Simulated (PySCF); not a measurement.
# `COC(OC)[Si@H](N)O[SiH3]`: 4 charge schemes on one density

Compound: C3H13NO3Si2.
Z-matrix (Å and degrees, GFN2-xTB geometry), rows numbered from 1:
```
C 
O   1  1.4082
C   2  1.4047  1  117.51
O   3  1.4073  2  114.28  1    83.94
C   4  1.4095  3  117.12  2   -81.94
Si  3  1.9099  2  104.79  1  -159.17
N   6  1.7184  3  105.77  2  -161.37
O   6  1.6183  3  108.73  2    82.89
Si  8  1.6156  6  166.74  3   148.44
H   1  1.0965  2  111.08  3    41.12
H   1  1.0901  2  106.46  3   159.96
H   1  1.0955  2  112.15  3   -81.08
H   3  1.1060  2  109.10  1   -38.22
H   5  1.0902  4  106.48  3  -159.16
H   5  1.0951  4  112.23  3    81.87
H   5  1.0964  4  111.02  3   -40.39
H   6  1.4605  3  109.66  2   -31.33
H   7  1.0072  6  117.36  3    42.90
H   7  1.0072  6  119.68  3  -177.91
H   9  1.4615  8  105.89  6   135.60
H   9  1.4630  8  107.45  6  -104.31
H   9  1.4638  8  108.22  6    15.79
```

Density: PBE0/pcSseg-1 (PySCF); schemes: Mulliken, IAO, Hirshfeld and ESP-fitted. One conformer (not necessarily the lowest) at the GFN2-xTB geometry, without solvent, vibrations or thermal averaging.

Which atoms carry the lowest charge in the Mulliken, IAO, Hirshfeld and ESP-fitted schemes?

The schemes don't all agree: Mulliken O8 (-0.710); IAO O8 (-0.889); Hirshfeld N7 (-0.324); ESP-fitted N7 (-0.999).

For which atoms does the sign change between the 4 schemes (beyond +0.03 e in one, beyond −0.03 e in another)?

For none.

At which atom do the 4 schemes differ most?

At Si6: from +0.431 (Hirshfeld) to +1.268 e (IAO), 0.837 e apart.

Give the atomic charges in each scheme.

In e:

```
atom                     environment  Mulliken     IAO  Hirshfeld  ESP-fitted
  C1                  methoxy carbon    -0.028  -0.203     -0.041      -0.072
  O2                    ether oxygen    -0.523  -0.389     -0.143      -0.335
  C3  sp3 carbon bearing two oxygens    +0.077  -0.029     +0.013      +0.077
  O4                    ether oxygen    -0.536  -0.399     -0.144      -0.230
  C5                  methoxy carbon    -0.027  -0.203     -0.041      -0.180
 Si6            oxygen-bound silicon    +1.094  +1.268     +0.431      +0.641
  N7          silicon-bound nitrogen    -0.636  -0.856     -0.324      -0.999
  O8                 siloxane oxygen    -0.710  -0.889     -0.302      -0.384
 Si9            oxygen-bound silicon    +0.731  +0.896     +0.394      +0.597
 H10                 methyl hydrogen    +0.083  +0.120     +0.037      +0.054
 H11                 methyl hydrogen    +0.124  +0.158     +0.050      +0.099
 H12                 methyl hydrogen    +0.099  +0.124     +0.036      +0.084
 H13                methine hydrogen    +0.099  +0.098     +0.026      +0.112
 H14                 methyl hydrogen    +0.120  +0.155     +0.049      +0.112
 H15                 methyl hydrogen    +0.103  +0.126     +0.037      +0.105
 H16                 methyl hydrogen    +0.085  +0.121     +0.038      +0.084
 H17                   Si–H hydrogen    -0.152  -0.179     -0.093      -0.132
 H18                    N–H hydrogen    +0.200  +0.273     +0.110      +0.355
 H19                    N–H hydrogen    +0.189  +0.260     +0.116      +0.404
 H20                   Si–H hydrogen    -0.125  -0.147     -0.082      -0.137
 H21                   Si–H hydrogen    -0.130  -0.151     -0.083      -0.137
 H22                   Si–H hydrogen    -0.136  -0.156     -0.085      -0.122
```

Mean size of the charges over all atoms: IAO 0.327 e, Mulliken 0.273 e, ESP-fitted 0.248 e, Hirshfeld 0.121 e. Each set sums to the total charge, 0, to within 0.001 e. The IAO scheme projects the occupied orbitals on a minimal set of polarised atomic orbitals and counts the electrons in each atom's part of it. The Hirshfeld scheme divides the density at each point in proportion to the densities of the neutral, spherically averaged free atoms.

How closely do the schemes follow one another over all atoms?

Correlation coefficient and root-mean-square difference: IAO with Hirshfeld 0.99, 0.293 e; Mulliken with IAO 0.98, 0.110 e; Mulliken with Hirshfeld 0.98, 0.231 e; Hirshfeld with ESP-fitted 0.93, 0.190 e; IAO with ESP-fitted 0.92, 0.198 e; Mulliken with ESP-fitted 0.89, 0.177 e.

Sum the charges by element, for elements with more than one atom.

| element | atoms | Mulliken | IAO | Hirshfeld | ESP-fitted |
| --- | --- | --- | --- | --- | --- |
| C | 3 | +0.022 | -0.434 | -0.069 | -0.175 |
| O | 3 | -1.769 | -1.676 | -0.589 | -0.948 |
| Si | 2 | +1.825 | +2.164 | +0.825 | +1.238 |
| H | 13 | +0.559 | +0.802 | +0.157 | +0.884 |

How many electrons does the Mulliken scheme count on C5?

Z − q = 6 − (-0.027) = 6.027.
